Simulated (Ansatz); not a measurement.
Ta5⁺, 5 atoms. Hardware: 4 threads of AMD EPYC 9R45 on a shared host.

In the def2 sets Ta takes a core potential; there is no spin–orbit coupling. Correlated methods freeze no core orbitals; core or outer-core shells of Ta are correlated, in sets that lack core-valence functions.

Q: How many basis functions does each of these Ansatz runs have, and roughly what does it cost? r2SCANh-D4/def2-TZVP, charge 1 triplet, energy, from earlier orbitals; r2SCAN-D4/def2-TZVP, charge 1 quintet, energy, from earlier orbitals; PBE-D4/def2-SVP, charge 1 triplet, relaxation, 6 steps; PBE0-D4/def2-SVP, charge 1 quintet, energy with a search over starts; PBE-D4/def2-SVP, charge 1 quintet, relaxation, 16 steps; PBE-QIDH/def2-TZVP, charge 1 triplet, energy, from earlier orbitals; PBE-QIDH/def2-TZVP, charge 1 singlet, energy, from earlier orbitals; r2SCAN-D4/def2-TZVP, charge 1 unrestricted singlet, energy, from earlier orbitals; r2SCAN-D4/def2-TZVP, charge 1 singlet, energy, from earlier orbitals; r2SCANh-D4/def2-TZVP, charge 1 quintet, energy, from earlier orbitals; r2SCAN-D4/def2-TZVP, charge 0 doublet at the geometry of the charge 1 singlet, energy, from earlier orbitals; PBE0-D4/def2-SVP, charge 1 singlet, energy with a search over starts.

A: Other jobs shared the machine, so times can vary by a factor of up to 3. A dash marks memory too small to be measured apart from the calling script's.

```json
{"run": "r2SCAN-D4/def2-TZVP, charge 1 singlet, energy, from earlier orbitals", "functions": "200", "fitting or Cholesky vectors": "1685", "wall time": "3.4 s", "peak host memory (GiB)": "–"}
{"run": "PBE0-D4/def2-SVP, charge 1 singlet, energy with a search over starts", "functions": "160", "fitting or Cholesky vectors": "1650", "wall time": "4.1 s", "peak host memory (GiB)": "–"}
{"run": "PBE-QIDH/def2-TZVP, charge 1 singlet, energy, from earlier orbitals", "functions": "200", "fitting or Cholesky vectors": "1875", "wall time": "5.5 s", "peak host memory (GiB)": "0.71"}
{"run": "r2SCAN-D4/def2-TZVP, charge 1 quintet, energy, from earlier orbitals", "functions": "200", "fitting or Cholesky vectors": "1685", "wall time": "8 s", "peak host memory (GiB)": "0.64"}
{"run": "r2SCANh-D4/def2-TZVP, charge 1 quintet, energy, from earlier orbitals", "functions": "200", "fitting or Cholesky vectors": "1685", "wall time": "9.5 s", "peak host memory (GiB)": "1.1"}
{"run": "PBE-D4/def2-SVP, charge 1 triplet, relaxation, 6 steps", "functions": "160", "fitting or Cholesky vectors": "1520", "wall time": "13 s", "peak host memory (GiB)": "–"}
{"run": "PBE-QIDH/def2-TZVP, charge 1 triplet, energy, from earlier orbitals", "functions": "200", "fitting or Cholesky vectors": "1875", "wall time": "17 s", "peak host memory (GiB)": "0.98"}
{"run": "r2SCAN-D4/def2-TZVP, charge 1 unrestricted singlet, energy, from earlier orbitals", "functions": "200", "fitting or Cholesky vectors": "1685", "wall time": "21 s", "peak host memory (GiB)": "1"}
{"run": "r2SCAN-D4/def2-TZVP, charge 0 doublet at the geometry of the charge 1 singlet, energy, from earlier orbitals", "functions": "200", "fitting or Cholesky vectors": "1685", "wall time": "23 s", "peak host memory (GiB)": "1"}
{"run": "r2SCANh-D4/def2-TZVP, charge 1 triplet, energy, from earlier orbitals", "functions": "200", "fitting or Cholesky vectors": "1685", "wall time": "25 s", "peak host memory (GiB)": "1.5"}
{"run": "PBE0-D4/def2-SVP, charge 1 quintet, energy with a search over starts", "functions": "160", "fitting or Cholesky vectors": "1650", "wall time": "29 s", "peak host memory (GiB)": "1"}
{"run": "PBE-D4/def2-SVP, charge 1 quintet, relaxation, 16 steps", "functions": "160", "fitting or Cholesky vectors": "1520", "wall time": "41 s", "peak host memory (GiB)": "–"}
```
